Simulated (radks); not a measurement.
Fe9+, configuration [Ne] 3s2 3p5. All-electron calculation, non-relativistic Kohn-Sham, PBE, spin-polarised, spherical densities, point nucleus; open shells are filled with parallel spins first. Program: a radial shooting solver on a logarithmic mesh with Libxc functionals. Some entries of the table are withheld. Estimate them.

orbital,occ.,eigenvalue (hartree),<r> (bohr)
1s up,1,-262.9079,0.05916
1s down,1,-262.8849,0.05915
2s up,1,-37.80584,0.2692
2s down,1,-37.78833,0.2691
2p up,3,-33.76270,0.2359
2p down,3,-33.73637,0.2359
3s up,1,(1),(2)
3s down,1,(3),(4)
3p up,3,(5),0.7450
3p down,2,(6),0.7466

Answer. 
(1) 3s up eigenvalue (hartree): -10.43217
(2) 3s up <r> (bohr): 0.7411
(3) 3s down eigenvalue (hartree): -10.34640
(4) 3s down <r> (bohr): 0.7424
(5) 3p up eigenvalue (hartree): -9.18701
(6) 3p down eigenvalue (hartree): -9.10266
